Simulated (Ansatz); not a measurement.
Basis sets compared for In5O12H9. The state is a singlet with charge 0. Geometry PBE-D4/def2-SVP. Ansatz on 2 threads of AMD EPYC 7R13 on a shared host and a share (18 GiB) of an NVIDIA H100 80GB HBM3; times are rough, and most runs start from earlier orbitals.

```xyz
26

In    1.327   -0.604    0.866
In   -0.067    1.367   -1.580
In   -1.152   -2.168   -1.180
In   -0.702    1.660    2.035
In    3.528    0.301   -1.738
O    -2.092    1.470   -1.691
O     1.733    1.984   -2.407
O    -0.200   -2.134    0.849
O     1.621   -1.036   -1.296
O    -0.391   -4.056   -1.218
O    -2.888   -1.267   -1.576
O     0.411   -0.082    2.806
O     0.346   -0.763   -1.990
O    -0.732    3.184    3.360
O     3.398   -0.415    0.668
O     0.601    1.356    0.406
O    -2.423    1.206    0.999
H    -2.343    1.481   -0.713
H     1.700    2.020   -3.384
H     0.187   -3.027    0.679
H     0.315   -4.073   -1.894
H    -2.672   -0.299   -1.699
H    -0.195   -0.833    2.981
H     0.097    3.163    3.879
H     3.835    0.073    1.393
H    -3.243    1.490    1.447
```

In the def2 sets In takes a core potential; there is no spin–orbit coupling. Single mean-field runs in def2-TZVP are fitted with def2-universal-jkfit. The structure holds one bond between oxygen atoms, so isomers without such links may lie far lower.

Binding counts from free atoms (In doublet, O triplet, H doublet) in the same basis, without a counterpoise term.

| level | functions | energy (Eh) | HOMO (eV) | LUMO (eV) | binding per atom (eV) | wall time |
| --- | --- | --- | --- | --- | --- | --- |
| PBE-D4/def2-SVP | 343 | -1857.4909 | -5.71 | -3.19 | 3.63 | 2.7 s |
| PBE0-D4/def2-SVP | 343 | -1857.4281 | -6.71 | -2.41 | 3.43 | 3.9 s |

(1) Estimate the rows for PBE-D4/def2-TZVP (with forces), PBE0-D4/def2-TZVP.

Answers

(1) 
| level | functions | energy (Eh) | HOMO (eV) | LUMO (eV) | binding per atom (eV) | wall time |
| --- | --- | --- | --- | --- | --- | --- |
| PBE-D4/def2-TZVP (with forces) | 676 | -1858.6526 | -5.88 | -3.42 | 3.61 | 5 s |
| PBE0-D4/def2-TZVP | 676 | -1858.5781 | -6.85 | -2.61 | 3.43 | 5 s |
